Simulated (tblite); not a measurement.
C₃H₁₁ClO₂Si₂.
SMILES with atom numbers: `[CH3:1][CH:2]([CH3:3])[O:4][Si@@H:5]([OH:6])[SiH2:7][Cl:8]` (hydrogens: H9, H10, H11 on C1; H12 on C2; H13, H14, H15 on C3; H16 on Si5; H17 on O6; H18, H19 on Si7)

Computed with GFN2-xTB (tblite), gas phase: L-BFGS steps from a force-field or distance-geometry start until the largest atomic force falls under 0.01 eV/Å.

Step 10: E = -770.8124 eV
```
atom  x, y, z in Å  |  force x, y, z in eV/Å
C1     -2.0866   -0.8336    0.8915    0.037   0.007   0.028
C2     -0.8928    0.0837    0.6585   -0.050  -0.022   0.050
C3     -1.2751    1.5525    0.7681    0.048  -0.054   0.001
O4     -0.3800   -0.1947   -0.6237    0.065  -0.045   0.096
Si5     1.0153   -0.9791   -0.8973    0.167   0.026   0.052
O6      0.9433   -1.4281   -2.4501    0.037   0.045  -0.122
Si7     2.8381    0.4195   -0.7277    0.027   0.015   0.027
Cl8     2.9012    1.2476    1.1320   -0.026   0.023   0.042
H9     -2.4887   -0.6763    1.8865   -0.056  -0.032   0.031
H10    -2.8553   -0.6324    0.1506   -0.030   0.006   0.004
H11    -1.7633   -1.8656    0.7868   -0.055  -0.049   0.036
H12    -0.1234   -0.1324    1.4148   -0.048   0.021  -0.051
H13    -1.6551    1.7407    1.7659   -0.038   0.079   0.059
H14    -2.0393    1.8056    0.0406   -0.019   0.000  -0.069
H15    -0.4009    2.1725    0.6007    0.040   0.066  -0.031
H16     1.0857   -2.1736   -0.0261   -0.045   0.042  -0.121
H17     0.1091   -1.4287   -2.9125   -0.018  -0.044   0.024
H18     4.1329   -0.2562   -0.8467    0.010  -0.040  -0.049
H19     2.9252    1.5877   -1.6193   -0.045  -0.046  -0.006
```

Step 11: E = -770.8159 eV
```
atom  x, y, z in Å  |  force x, y, z in eV/Å
C1     -2.0869   -0.8331    0.8939   -0.006  -0.009   0.021
C2     -0.8954    0.0847    0.6611   -0.010  -0.054   0.042
C3     -1.2748    1.5532    0.7681    0.030  -0.041  -0.017
O4     -0.3774   -0.2008   -0.6166    0.047  -0.023   0.025
Si5     1.0168   -0.9848   -0.8960    0.178   0.082   0.035
O6      0.9493   -1.4142   -2.4554    0.021   0.046  -0.076
Si7     2.8373    0.4185   -0.7299    0.061   0.053   0.060
Cl8     2.8995    1.2496    1.1346   -0.026  -0.008  -0.024
H9     -2.4924   -0.6776    1.8874   -0.051  -0.027   0.046
H10    -2.8539   -0.6317    0.1524   -0.060   0.010  -0.018
H11    -1.7648   -1.8652    0.7873   -0.045  -0.047   0.044
H12    -0.1287   -0.1293    1.4160    0.020   0.002   0.033
H13    -1.6565    1.7436    1.7652   -0.026   0.081   0.045
H14    -2.0366    1.8049    0.0386   -0.050   0.013  -0.081
H15    -0.4006    2.1723    0.5974    0.049   0.064  -0.014
H16     1.0838   -2.1825   -0.0321   -0.037   0.019  -0.109
H17     0.1094   -1.4320   -2.9068   -0.024  -0.050   0.000
H18     4.1343   -0.2561   -0.8512   -0.014  -0.027  -0.038
H19     2.9279    1.5899   -1.6215   -0.057  -0.083   0.024
```

Q: Estimate the geometry and energy of step 12. (The exact step hangs on the optimiser's Hessian estimate; all steps are aligned on step 11, rigid shifts and turns removed.)

A: E = -770.8194 eV, largest force 0.181 eV/Å
```
atom  x, y, z in Å  |  force x, y, z in eV/Å
C1     -2.0878   -0.8331    0.8965   -0.058  -0.027   0.011
C2     -0.8981    0.0847    0.6641    0.040  -0.064   0.025
C3     -1.2741    1.5538    0.7679   -0.004  -0.004  -0.032
O4     -0.3734   -0.2071   -0.6092    0.029  -0.001  -0.038
Si5     1.0215   -0.9884   -0.8951    0.136   0.119  -0.010
O6      0.9552   -1.4006   -2.4611   -0.023   0.055  -0.025
Si7     2.8380    0.4185   -0.7305    0.089   0.072   0.084
Cl8     2.8975    1.2514    1.1370   -0.022  -0.028  -0.068
H9     -2.4968   -0.6796    1.8890   -0.039  -0.021   0.046
H10    -2.8536   -0.6309    0.1540   -0.070   0.007  -0.023
H11    -1.7673   -1.8659    0.7888   -0.037  -0.034   0.048
H12    -0.1334   -0.1266    1.4174    0.078  -0.020   0.120
H13    -1.6582    1.7478    1.7650   -0.002   0.070  -0.005
H14    -2.0345    1.8042    0.0356   -0.048   0.014  -0.063
H15    -0.3997    2.1733    0.5941    0.030   0.035   0.006
H16     1.0811   -2.1897   -0.0400   -0.020  -0.012  -0.089
H17     0.1093   -1.4361   -2.9014    0.008  -0.051   0.002
H18     4.1353   -0.2567   -0.8561   -0.025  -0.015  -0.026
H19     2.9290    1.5902   -1.6232   -0.062  -0.095   0.038
```

The energy changes by -0.0035 eV. The first-order estimate −F·Δx gives -0.0047 eV and the mean of the old and new forces, exact on a quadratic surface, -0.0035 eV. The step makes an angle of 63° with the force vector and moves no atom by more than 0.016 Å.

What follows is the cost of the whole relaxation. Time: 1.6 s wall. Hardware: one thread, Arm Neoverse V1 (aarch64), shared host with 32 logical CPUs at a one-minute load of 24.
